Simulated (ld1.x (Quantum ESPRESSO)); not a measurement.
**u(r) = r·R(r): atom against pseudo-atom (S)**

Columns: radius, all-electron u(r) and pseudo u(r) of the 3s shell (level -17.63 eV) of sulfur in the configuration [Ne] 3s1.5 3p4.5; LDA (PZ), scalar-relativistic, PAW scheme, ld1.x (Quantum ESPRESSO) 7.5.

| r (bohr) | all-electron | pseudo |
| --- | --- | --- |
| 0.078 | 0.1792 | 0.0511 |
| 0.155 | -0.0988 | 0.1022 |
| 0.232 | -0.3251 | 0.1544 |
| 0.310 | -0.4129 | 0.2089 |
| 0.388 | -0.3807 | 0.2653 |
| 0.465 | -0.2729 | 0.3227 |
| 0.542 | -0.1252 | 0.3815 |
| 0.620 | 0.0389 | 0.4420 |
| 0.698 | 0.2003 | 0.5025 |
| 0.775 | 0.3465 | 0.5612 |
| 0.852 | 0.4746 | 0.6177 |
| 0.930 | 0.5833 | 0.6713 |
| 1.008 | 0.6707 | 0.7197 |
| 1.085 | 0.7372 | 0.7612 |
| 1.162 | 0.7856 | 0.7951 |
| 1.240 | 0.8182 | 0.8208 |
| 1.318 | 0.8365 | 0.8368 |
| 1.395 | 0.8426 | 0.8426 |
| 1.472 | 0.8389 | 0.8389 |
| 1.550 | 0.8270 | 0.8270 |
| 1.628 | 0.8084 | 0.8084 |
| 1.705 | 0.7851 | 0.7851 |
| 1.782 | 0.7580 | 0.7580 |
| 1.860 | 0.7278 | 0.7278 |
| 1.938 | 0.6957 | 0.6957 |
| 2.015 | 0.6629 | 0.6629 |

Question: How many radial nodes do the two functions have?

Answer: The all-electron 3s function has n − l − 1 = 2; the pseudo-wave has 0, since the states of the same l below it are removed with the core.

Question: At about which radius was the pseudo-wave matched?

Answer: 1.40 bohr. The columns agree to 0.0005 from 1.32 bohr on; several derivatives are matched, so the curves merge somewhat inside the radius.

Question: Where does each function peak?

Answer: Outermost all-electron maximum near 1.40 bohr, pseudo maximum near 1.40 bohr (to the table’s step).

Question: Is the pseudo-wave norm-conserving?

Answer: No, it belongs to a PAW set: the norm inside the radius is not constrained, and the difference is carried by the augmentation charge.
